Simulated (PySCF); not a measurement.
C3H6BrF.
Atom-mapped SMILES: `[CH3:1][C@H:2]([F:3])[CH2:4][Br:5]` (hydrogens: H6, H7, H8 on C1; H9 on C2; H10, H11 on C4)

Computed, not measured: PBE0-D3(BJ)/def2-SVP geometry optimisation, gas phase in PySCF.

**Question.** Give the optimised bond lengths and angles.

**Answer.** 
| bond | length (Å) |
| --- | --- |
| C1–C2 | 1.513 |
| C2–F3 | 1.376 |
| C2–C4 | 1.512 |
| C4–Br5 | 1.936 |
| C1–H6, C1–H7, C1–H8 | 1.100 |
| C2–H9 | 1.105 |
| C4–H10 | 1.098 |
| C4–H11 | 1.099 |

Bonds in one row agree within 0.01 Å and their mean is given. A selection of angles:
| angle | degrees |
| --- | --- |
| C2–C1–H6 | 111.2 |
| C2–C1–H8 | 109.6 |
| H6–C1–H7 | 108.8 |
| H6–C1–H8 | 108.4 |
| C1–C2–F3 | 108.7 |
| C1–C2–C4 | 111.8 |
| C1–C2–H9 | 110.4 |
| F3–C2–C4 | 109.0 |
| F3–C2–H9 | 107.4 |
| C4–C2–H9 | 109.3 |
| C2–C4–Br5 | 112.5 |
| C2–C4–H10 | 110.8 |
| C2–C4–H11 | 110.4 |
| Br5–C4–H10 | 106.9 |
| Br5–C4–H11 | 106.8 |
| H10–C4–H11 | 109.3 |

Torsions: C1–C2–C4–Br5 -177° (antiperiplanar).

Point group: C1 (no symmetry element, even within 0.4 Å). Stationary, but not proved a minimum. The numbers are those of one conformer.
